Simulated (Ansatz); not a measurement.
Consider the ligand exchange at the Si–O bond: `C=C[SiH2]O[SiH2]F` + HCl → `C=C[SiH2]Cl` + `O[SiH2]F`.

Calculated with Ansatz (gas phase, PBE0-D4/def2-TZVP geometries, no zero-point term in ΔE). CBS: MP2 limit from def2 TZ/QZ plus the TZ coupled-cluster correction, frozen cores. This one scheme is used for every species. DFT in def2-TZVPP. B3LYP here is the variant with VWN-RPA as its local correlation; programs differ in this. HSE06 is defined as in plane-wave codes. One conformer a species, not always the lowest.

```
             level  ΔE (kJ/mol)  difference from CCSD(T)/CBS
         r2SCAN-D4          7.8                         -3.2
            B97M-V         10.7                         -0.3
           PBE0-D4          3.9                         -7.1
          B3LYP-D4         13.8                          2.8
        r2SCANh-D4          8.3                         -2.7
               PBE         -3.0                        -14.0
              BLYP          5.5                         -5.5
            r2SCAN          6.4                         -4.6
              PBE0          0.5                        -10.5
             HSE06          0.2                        -10.8
             BHLYP         13.4                          2.4
         CAM-B3LYP         13.2                          2.2
    MP2/def2-TZVPP          9.5                         -1.5
CCSD(T)/def2-TZVPP         14.1                          3.1
    MP2/def2-QZVPP          8.3                         -2.7
    CCSD/CBS(def2)         12.7                          1.7
       CCSD(T)/CBS         11.0                            0
```

Largest T1 diagnostic among the species: 0.012.

In def2-TZVPP, CCSD(T) changes the Hartree–Fock value by −3.8 kJ/mol (the triples alone add −1.7 kJ/mol) and MP2 by −8.4 kJ/mol. From PBE to PBE0 (25 % exact exchange), in def2-TZVPP and without D4, ΔE moves by +3.5 kJ/mol.
